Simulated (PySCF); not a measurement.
Polarisability and C₆ of Ge⁺ (germanium, charge +1)

[Ar] 3d10 4s2 4p1, 2P determinant. All numbers are calculated (PySCF 2.14, a scalar-relativistic core potential, in aug-cc-pVTZ-PP with ECP10MDF). Coupled (time-dependent) response in atomic units; α is the mean over directions.

```json
{"method": "UHF", "mean α (bohr³)": "19.84", "α xx, yy, zz": "18.81, 21.90, 18.81", "C₆ (like pair)": "115.6", "S(−4)": "144.3"}
{"method": "PBE", "mean α (bohr³)": "19.19", "α xx, yy, zz": "17.60, 22.38, 17.60", "C₆ (like pair)": "108.9", "S(−4)": "145.8"}
{"method": "PBE0", "mean α (bohr³)": "19.14", "α xx, yy, zz": "17.79, 21.85, 17.79", "C₆ (like pair)": "109.2", "S(−4)": "139.7"}
{"method": "M06", "mean α (bohr³)": "17.66", "α xx, yy, zz": "16.23, 20.52, 16.23", "C₆ (like pair)": "93.29", "S(−4)": "136.6"}
{"method": "MN15", "mean α (bohr³)": "19.09", "α xx, yy, zz": "18.02, 21.21, 18.02", "C₆ (like pair)": "106.7", "S(−4)": "143.5"}
```

S(−4) is the Cauchy moment in α(ω) = α(0) + S(−4) ω² + …

Spin-orbit coupling is absent.

α(iu) at M06:

```csv
u (hartree),α(iu) (bohr³)
0,17.66
0.0500,17.33
0.100,16.42
0.200,13.72
0.300,10.95
0.500,6.917
0.750,4.208
1.00,2.814
1.50,1.533
2.00,0.9773
3.00,0.5029
5.00,0.2054
```

For an ion, C₆ is the dispersion term alone; charge-induced terms of lower order in 1/R come first.

The components differ because the open shell of this determinant is not spherical; for a pure term their mean is the scalar polarisability.

Energies and moments cover only the electrons outside the core potential.
